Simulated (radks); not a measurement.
Values are calculated unless marked as measured or tabulated.
Cr19+, 5 electrons, occupied as [He] 2s2 2p1 (the NIST ground configuration).

Level of theory: Dirac Kohn-Sham, B86b exchange with PBE correlation, spin-unpolarised, spherical densities, point nucleus; open shells fill j = l - 1/2 first (a radial shooting solver on a logarithmic mesh with Libxc functionals).

Energy parts (eV):
part                      energy
total                 -20233.835
kinetic                20556.826
electron-nucleus      -42238.356
Hartree                 2051.690
exchange-correlation    -603.996

Orbitals (lengths in bohr, moments of r in powers of bohr):
| orbital | occ. | eigenvalue (eV) | <r^2> |
|---|---|---|---|
| 1s1/2 | 2 | -6946.847 | 0.005360 |
| 2s1/2 | 2 | -1505.174 | 0.08383 |
| 2p1/2 | 1 | -1444.715 | 0.06336 |
| 2p3/2 | 0 | -1433.468 | 0.06452 |

The highest occupied level is 2p1/2 at -1444.7 eV. The density falls to 0.001 e/bohr^3 at r = 0.82 bohr. For comparison, the ionisation energy in NIST's Atomic Spectra Database is 1495 eV (semi-empirical). In exact Kohn-Sham theory the highest level is minus the ionisation energy, but local and semilocal functionals leave it too shallow, through self-interaction and a potential that decays too fast; potentials with the right tail come closer.

Beside tabulated values, note that spin-unpolarised runs miss the spin-polarisation part of the exchange energy of open shells.
